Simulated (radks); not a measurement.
The oxygen anion O2-, [Ne], held by a Watson sphere: a shell of charge +2 at radius R that stands for the Madelung well of a crystal (potential energy -2/R inside, -2/r outside, in hartree with lengths in bohr). Calculated with a radial shooting solver on a logarithmic mesh with Libxc functionals: non-relativistic Kohn-Sham, r2SCAN, spin-unpolarised, spherical densities, point nucleus; meta-GGA in the generalised Kohn-Sham scheme.

R (bohr)  e(1s) (eV)  e(2s) (eV)  e(2p) (eV)  <r> 2p (bohr)  sum of <r^2> (bohr^2)  X-ray form factor at sin(theta)/lambda = 0.3 1/angstrom
1.92         -513.55     -23.714      -8.361          1.461                  20.72                                                    4.179
2.14         -513.49     -22.707      -7.541          1.511                  22.20                                                    4.119
2.16         -513.48     -22.622      -7.471          1.516                  22.33                                                    4.115
2.28         -513.40     -22.138      -7.060          1.542                  23.13                                                    4.094
2.9          -512.76     -20.179      -5.288          1.665                  27.29                                                    4.046
2.91         -512.75     -20.153      -5.263          1.667                  27.36                                                    4.046
3.89         -511.74     -18.338      -3.433          1.837                  34.48                                                    4.043

Estimate the row for R = 3.56 bohr.

Answer. e(1s) (eV) -512.05; e(2s) (eV) -18.825; e(2p) (eV) -3.944; <r> 2p (bohr) 1.781; sum of <r^2> (bohr^2) 31.96; X-ray form factor at sin(theta)/lambda = 0.3 1/angstrom 4.042.
